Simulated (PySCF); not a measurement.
All of these have the formula C5H8OSi. Method: TDDFT wB97X-D/def2-SVPD, vertical, gas phase, core orbitals frozen in the response in PySCF 2.14.0, density-fitted response routines. Geometries: PBE0-D3(BJ)/def2-SVP; one conformer of each isolated species. Triplets are in the Tamm–Dancoff approximation.

A. `C#C[Si@H]1CCCO1`
B. `C(/C#CC)=C/O[SiH3]`
C. `[SiH3]Cc1ccco1`
D. `C=CO[SiH2]C#CC`

Lowest singlet levels (six at most, fewer where fewer were computed) with oscillator strengths:

1. 216 nm (f 0.001); 203 nm (f 0.004); 201 nm (f 0.001); 199 nm (f 0.002); 183 nm (f 0.037); 178 nm (f 0.126); T1 4.44 eV
2. 235 nm (f 0.251); 228 nm (f 0.002); 219 nm (f 0.000); 199 nm (f 0.001); 193 nm (f 0.004); 178 nm (f 0.022); T1 3.41 eV
3. 209 nm (f 0.301); 198 nm (f 0.008); 181 nm (f 0.017); 177 nm (f 0.008); 171 nm (f 0.002); 166 nm (f 0.017); T1 4.00 eV
4. 212 nm (f 0.002); 200 nm (f 0.003); 196 nm (f 0.003); 178 nm (f 0.017); 164 nm (f 0.035); 162 nm (f 0.055); T1 4.95 eV

Problem. Which spectrum belongs to which structure?

Solution. 1 = D, 2 = B, 3 = C, 4 = A.
- A: S1 at 5.86 eV, HOMO-1→LUMO (48%), HOMO→LUMO (29%); Löwdin shares by element: HOMO carbon 36% or more, oxygen 30% (atoms not listed hold the other 34%); LUMO carbon 52% or more, silicon 22%, oxygen 6% (atoms not listed hold the other 20%); HOMO -9.72 and LUMO 1.36 eV.
- B: S1 at 5.27 eV, HOMO→LUMO (89%); Löwdin shares by element: HOMO carbon 75% or more (atoms not listed hold the other 25%); LUMO carbon 73% or more (atoms not listed hold the other 27%); HOMO -7.99 and LUMO 1.30 eV.
- C: S1 at 5.94 eV, HOMO→LUMO (86%); Löwdin shares by element: HOMO carbon 76% or more (atoms not listed hold the other 24%); LUMO carbon 26% or more, silicon 17%, oxygen 12% (atoms not listed hold the other 45%); HOMO -8.07 and LUMO 1.87 eV.
- D: S1 at 5.74 eV, HOMO-1→LUMO (82%); Löwdin shares by element: HOMO carbon 65% or more, oxygen 23%; LUMO carbon 42% or more, silicon 25%, oxygen 7% (atoms not listed hold the other 26%); HOMO -8.72 and LUMO 1.41 eV.
A and C have S1 within 0.09 eV of each other; their strongest listed levels stand at 7.63 eV (f 0.055) and 5.94 eV (f 0.301).
A and D have S1 within 0.12 eV of each other; their strongest listed levels stand at 7.63 eV (f 0.055) and 6.97 eV (f 0.126).
